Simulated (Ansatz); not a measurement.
A series at Al: from `C[O][Al]([O]C)[O]C`, ligands are replaced one by one, each step taking up H–F and setting free CH₃OH; n counts the steps. Ansatz, PBE0-D4/def2-TZVP geometries. Each molecule was computed in one conformer, which needn't be the lowest.

| n | molecule | HOMO energy, ωB97M-V/def2-TZVPP (eV) |
| --- | --- | --- |
| 0 | `C[O][Al]([O]C)[O]C` | -10.31 |
| 1 | `C[O][Al]([F])[O]C` | -10.63 |
| 2 | `C[O][Al]([F])[F]` | ? |
| 3 | `[F][Al]([F])[F]` | -14.26 |

Problem. By hand: fit a straight line y = ȳ + b (n − n̄) to the 3 given rows and predict n = 2.

Solution. n̄ = 1.333, ȳ = -11.733; Σ(n − n̄)(y − ȳ) = -6.477, Σ(n − n̄)² = 4.667, so b = -1.388 eV a step. Prediction: -11.733 + (-1.388) × (0.667) = -12.66 eV.

Problem. By hand: compare with the computed value, -11.15 eV, and give the steps along the whole series.

Solution. The line misses by 1.51 eV (computed minus predicted). Steps: -0.32, -0.52, -3.11 eV.

One step carries most of the change, so a line is a poor guide. The highest orbital can change its character along such a series. The miss is 38.2 % of the series' range.
